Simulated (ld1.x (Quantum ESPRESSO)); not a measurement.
**Which change was made? (Co, TM semilocal)**

* Element: cobalt (Co)
* Generator: ld1.x (Quantum ESPRESSO) 7.5
* Type: norm-conserving Troullier–Martins (semilocal form)
* Functional: PBE
* Relativity: scalar-relativistic
* Frozen core: [Ne]
* Valence charge: 17
* Reference configuration: 3s2 3p6 3d7 4s0 4p0 (charge +2)
* Partial waves: 3p (bound): rc 1.20 bohr; 3d (bound): rc 1.00 bohr; 3s (bound): rc 0.80 bohr
* Local potential: the s channel
* Core correction: Bessel-smoothed model core inside 0.35 bohr

Cutoffs, loose and tight: the cutoffs (Ry, on a coarse ladder) from which the occupation-weighted sum of valence levels, in a spherical-Bessel basis at the reference potential, stays within 10 and 1 mRy of its value at 400 Ry. They do not see the model core or the augmentation charge, which bear on the density cutoff. Test errors are all-electron minus pseudo excitation energies from the reference, over the configurations 3s2 3p6 3d7 4s2 4p0; 3s2 3p6 3d7 4s1 4p0; 3s2 3p6 3d6 4s0 4p0; 3s2 3p6 3d6 4s2 4p1; 3s2 3p6 3d7 4s0 4p2; 3s2 3p6 3d5 4s0 4p0; 3s2 3p5 3d7 4s2 4p0; variants that change the core or the reference have their own tests.

The base gives: outcome: generated; cutoff, loose: 230 Ry; cutoff, tight: over 300 Ry; bound ghosts: none; largest test error (meV): +226.

(1) After one change the result is: outcome: generated; cutoff, loose: 180 Ry; cutoff, tight: 300 Ry; bound ghosts: none; largest test error (meV): +519. Which change was it?
A. all radii but the core radius scaled by about 1.18 (s 0.94, p 1.42, d 1.18 bohr)
B. all radii but the core radius scaled by about 1.35 (s 1.08, p 1.62, d 1.36 bohr)
C. all radii but the core radius scaled by about 0.83 (s 0.66, p 1.00, d 0.82 bohr)

Results:

(1) A. The others give: all radii but the core radius scaled by about 0.83 (s 0.66, p 1.00, d 0.82 bohr) → outcome: generated; cutoff, loose: 300 Ry; cutoff, tight: over 300 Ry; bound ghosts: none; largest test error (meV): +166 | all radii but the core radius scaled by about 1.35 (s 1.08, p 1.62, d 1.36 bohr) → outcome: generated; cutoff, loose: 140 Ry; cutoff, tight: 230 Ry; bound ghosts: none; largest test error (meV): +1363.
